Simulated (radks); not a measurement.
Results of a calculation; reference values are marked as such.
Initial-state core-level shifts of neutral bismuth when its valence configuration changes from [Hg] 6p3. Level of theory: non-relativistic Kohn-Sham, TPSS, spin-polarised, spherical densities, point nucleus; open shells are filled with parallel spins first (spin-orbit coupling, left out, can overturn this in heavy ions); meta-GGA in the generalised Kohn-Sham scheme; relativity is left out, which matters for an element this heavy (a radial shooting solver on a logarithmic mesh with Libxc functionals). Shifts are changes of the shell-averaged eigenvalues in eV (positive: less bound); the change of the density at the nucleus, which sets a Mossbauer isomer shift, is in e/bohr^3, on a base of 4.112e+05.

valence                         1s       2s       4p       5s  density at nucleus
[Xe] 4f14 5d9 6s2 6p4       -6.880   -7.058   -6.780   -5.948              +12.46
[Xe] 4f13 5d9 6s2 6p5      -29.891  -31.928  -28.123  -15.549              +56.24
[Xe] 4f13 5d10 6s2 6p4     -22.890  -24.727  -21.276   -9.676              +43.30
[Xe] 4f13 5d9 6s1 6p6      -30.982  -33.014  -29.221  -16.618              +21.56
[Xe] 4f12 5d9 6s2 6p6      -53.601  -57.601  -49.817  -25.162             +101.72
[Xe] 4f14 5d10 6s1 6p4      -1.281   -1.270   -1.285   -1.276              -28.23
[Xe] 4f14 5d10 6p5          -2.631   -2.607   -2.630   -2.596              -57.01
[Xe] 4f14 5d9.5 6s2 6p3.5   -3.454   -3.540   -3.408   -3.008               +6.29
[Xe] 4f13 5d10 6s1 6p5     -24.055  -25.884  -22.446  -10.827              +11.39
